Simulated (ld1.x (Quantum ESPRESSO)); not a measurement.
Before and after: RRKJ potential for Cr

ld1.x (Quantum ESPRESSO) 7.5 input, shortened:

```
&input
   title='Cr', zed=24., rel=1, dft='PBE', iswitch=3,
   config='[Ar] 3d5 4s1 4p0'
 /
 &inputp
   pseudotype=2, tm=.false., rho0=0.005, lloc=-2, rcloc=1.55,
   nlcc=.false.
 /
3
3S  1  0   2.00   0.00  0.80  0.80  0.0
3P  2  1   6.00   0.00  0.90  0.90  0.0
3D  3  2   5.00   0.00  2.15  2.15  0.0
 &test
   configts(1)='3s2 3p6 3d5 4s1 4p0'
 /
```

Occupied shells without a wave of their own: 4s. They enter only through the test configuration that unscreens the potential.

Change: all radii scaled by about 1.36 (s 1.08, p 1.22, d 2.92 bohr); local potential all-electron potential smoothed inside 2.10 bohr (lloc = -2).

Cutoffs: the cutoffs (Ry, on a coarse ladder) from which the occupation-weighted sum of valence levels, in a spherical-Bessel basis at the reference potential, stays within 10 and 1 mRy of its value at 400 Ry; they do not see the model core or the augmentation charge, which bear on the density cutoff. Errors are all-electron minus pseudo energies relative to the spin-unpolarised reference configuration.

What does the change do?

The potential gets softer (180 Ry and 300 Ry → 90 Ry and 140 Ry); the miss of the reference levels goes from 0.01 to 0.49 eV; the number of tests that count goes from 7 to 0; neither file shows a bound ghost at the reference potential, the only one tested. A larger radius leaves more room for a smooth pseudo-wave, so fewer plane waves are needed.

```csv
quantity,base,changed
"cutoff, loose",180 Ry,90 Ry
"cutoff, tight",300 Ry,140 Ry
loose cutoff by channel (10 mRy a level),"s 100 Ry, p 140 Ry, d 35 Ry","s 90 Ry, p 45 Ry, d 18 Ry"
bound ghosts,none,none
"largest miss of a reference level, eV",0.01,0.49
"tests counted (converged, no solver errors)",7 of 7,0 of 7
```

Base: The 4s level has no wave, so the channel is fitted at the deeper level alone: the likely source of the large errors. Changed file: Tests not counted: all (the test run did not reproduce the reference configuration, from which every error is measured).
